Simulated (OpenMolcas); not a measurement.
V IV.

* Program: OpenMolcas
* Method: RASSCF
* Basis: ANO-RCC-VTZP [6s5p3d2f1g]
* Scalar Hamiltonian: DKH2, point nucleus
* Active space: 8 electrons in 8 orbitals (RAS1 3p, at most 2 holes; RAS2 3d)
* State averaging: 2S+1 = 3 even, 10 roots; 2S+1 = 1 even, 15 roots
* Spin-orbit coupling: state interaction with AMFI integrals over the reference wave functions, term energies averaged over their components

Levels without dynamic correlation, in cm⁻¹ above 3d² ³F₂:

```tsv
Level	E
3d² ³P₀	15632
3d² ¹D₂	12735
3d² ¹G₄	22255
3d² ¹S₀	46117
```

On this reference, SS-RASPT2, IPEA 0.25 Eh, imaginary shift 0.1 Eh (closed shells correlated: 3s) puts 3d² ³P₀ at 13570 cm⁻¹.

Q: Estimate the other levels at that method by one scale factor, and say how well it serves.

A: The factor is 13570 / 15632 = 0.868. Scaled values beside those that SS-RASPT2 gives and measured ones (Sugar and Corliss, J. Phys. Chem. Ref. Data 7, 1191 (1978)):
```
  Level  Scaled  SS-RASPT2  Miss (%)  Measured
3d² ¹D₂   11054      10930      +1.1     10959
3d² ¹G₄   19317      18660      +3.5     18391
3d² ¹S₀   40030      42270      -5.3     42462
```
For these levels the scaled values miss SS-RASPT2 by up to 5.3 %, as correlation changes each term by its own factor, spin-orbit parts do not scale and CASPT2 has its own spread within terms. This holds within one configuration; levels of others move differently, and the target method has errors of its own against measurement.

Term energies are means over components that CASPT2 splits; among the terms shown or strongly mixed into the levels shown the widest spread is 470 cm-1 (3d² ¹G, SS-RASPT2). Active for correlation alone: 3p; no level in the range computed is led by a configuration that opens it, so any true level of that kind is missing. Without dynamic correlation excited terms often stand tens of per cent too high (terms of higher spin than the ground term too low), and those without a measured partner can miss by more than the paired ones (holds for RASSCF). Computed and measured levels are paired by configuration, term and J; levels that our copy of the source lacks, or whose pairing is in doubt (as where it misses far off the trend of its configuration), stay unpaired and out of the deviations. Levels of configurations outside the active space are missing.
